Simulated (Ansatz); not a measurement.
The lowest singlet and triplet of PH (SMILES [PH]); geometries from B3LYP-D3(BJ)/def2-TZVP, each state relaxed from the structure named, with no frequency check, low spin by broken symmetry.
Singlet at the triplet's geometry (charge 0, multiplicity 1):
| atom | x (Å) | y (Å) | z (Å) |
|---|---|---|---|
| P | 0.0000 | 0.0000 | -0.0893 |
| H | 0.0000 | 0.0000 | 1.3392 |

A positive gap puts the triplet lower; no zero-point energy. R- takes a restricted singlet, here one determinant of a half-filled degenerate or near-degenerate pair, which mixes singlet states. U- takes an unrestricted singlet (broken symmetry where lower, unprojected). The triplet is unrestricted in single-reference levels. Active spaces average the two states.

Cores are frozen in the correlated methods.

Run with Ansatz (Gaussian orbitals). Each number belongs to the level named beside it.

One of these levels gives 24.62 kcal/mol for the gap E(singlet) − E(triplet), vertical, at the triplet's geometry. Name it.
A) R-B3LYP/def2-TZVPP
B) SC-NEVPT2 on SA-CASSCF(6,5)/cc-pV(T+d)Z
C) U-PBE0/def2-TZVPP (spin-contaminated)
D) R-PBE/def2-TZVPP

B, SC-NEVPT2 on SA-CASSCF(6,5)/cc-pV(T+d)Z. The others give 34.93 (R-PBE/def2-TZVPP), 31.87 (R-B3LYP/def2-TZVPP), 8.10 (U-PBE0/def2-TZVPP (spin-contaminated))

Doubts at one or more of the structures used: a restricted determinant that unrestricted orbitals would lower (R-PBE/def2-TZVPP, R-B3LYP/def2-TZVPP).

Ansatz is a quantum-chemistry and plane-wave program.
